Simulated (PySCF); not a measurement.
**Vanadium: a sound run and one with changed settings**

Sound run: V [Ar] 3d3 4s2, V+ [Ar] 3d4. Calculation: PySCF 2.14, in def2-TZVP; the non-relativistic Hamiltonian (point nucleus). The sound run starts from symmetry-adapted Hartree-Fock orbitals and uses a fine grid where one is needed.

Changed run: initial guess atom, at most 3 SCF cycles. This setting is unsound on purpose.

```json
{"species": "V", "method": "UHF", "sound run (hartree)": "-942.87233", "changed run (hartree)": "-942.86954", "converged": "no"}
{"species": "V", "method": "M06-L", "sound run (hartree)": "-943.84008", "changed run (hartree)": "-943.48426", "converged": "no"}
{"species": "V", "method": "LDA", "sound run (hartree)": "-941.71436", "changed run (hartree)": "-941.69589", "converged": "no"}
{"species": "V+", "method": "UHF", "sound run (hartree)": "-942.65616", "changed run (hartree)": "-942.66155", "converged": "no"}
{"species": "V+", "method": "M06-L", "sound run (hartree)": "-943.61397", "changed run (hartree)": "-943.59340", "converged": "no"}
{"species": "V+", "method": "LDA", "sound run (hartree)": "-941.48644", "changed run (hartree)": "-941.47251", "converged": "no"}
```

The SCF was stopped early; the energies are upper bounds that still move, and correlated levels were skipped or rest on poor orbitals.
